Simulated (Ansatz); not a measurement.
## A barrier at the coupled-cluster level

Start structure (Si₂H₇Br, closed shell), relaxed at PBE0-D4/def2-TZVP:

```xyz
10
angstrom
Si -0.0203 -1.1197 -0.5893
Br 2.0404 -0.6960 -1.3374
H -0.6657 -2.0362 -1.5629
H 0.1120 -1.8152 0.7151
Si -1.1627 0.9103 -0.4041
H 2.1261 0.3028 1.8127
H 1.7887 0.4329 2.4662
H -0.4429 1.8003 0.5420
H -1.2336 1.5546 -1.7409
H -2.5421 0.6662 0.0984
```

The step: Si₂H₅Br ([SiH3][SiH2][Br]) + H₂ → Si₂H₆ ([SiH3][SiH3]) + HBr; bonds formed: Si1–H7, Br2–H6; bonds broken: Si1–Br2, H6–H7. Computed with Ansatz 0.2.0 (basis: def2-TZVPP and def2-QZVPP); correlated methods freeze the cores. Filled d shells of the heavier atoms are correlated. The def2 sets are not built for correlating such inner shells, so the correlated values are less sure here. Extrapolation: Hartree–Fock as exp(−7.88 √X), correlation as X^−2.97. Energies below are by CCSD(T) at an estimated basis limit (MP2 extrapolated from triple and quadruple zeta, plus CCSD(T) − MP2 in triple zeta).

(1) What are the electronic barrier and the energy of the step, from the start structure to the end structure? (To be estimated.)

The T1 diagnostic stays at or below 0.012.

Answers

(1) The calculation gives: Barrier 2.188 eV; step energy 0.713 eV (uphill); reverse barrier, their difference, 1.475 eV. Barrier and step energy count from the start structure, the reverse barrier from the end structure.

The saddle point: One imaginary mode of 653i cm⁻¹.
```json
{"pair": "Si1–H7", "start (Å)": "3.88", "saddle (Å)": "1.74", "end (Å)": "1.49"}
{"pair": "Br2–H6", "start (Å)": "3.31", "saddle (Å)": "1.98", "end (Å)": "1.42"}
{"pair": "Si1–Br2", "start (Å)": "2.23", "saddle (Å)": "2.74", "end (Å)": "4.36"}
{"pair": "H6–H7", "start (Å)": "0.75", "saddle (Å)": "0.86", "end (Å)": "2.03"}
```

Zero-point energy (harmonic, PBE0-D4): ZPE is 1.473 eV at the start and 1.549 eV at the saddle, so the barrier goes from 2.188 to 2.264 eV.

Labels in which every atom is bracketed show which atoms are joined, not bond orders.

For scale, one of the runs: CCSD(T)/def2-TZVPP, 230 basis functions, launched by `ansatz run in.yaml --threads 4 --pin off --events-out ev --progress --plain --max-ram 9574MiB`. Time: 120 s of wall clock on 4 CPU threads of an Arm Neoverse V1; the host was shared. Peak host memory: 3.6 GiB.
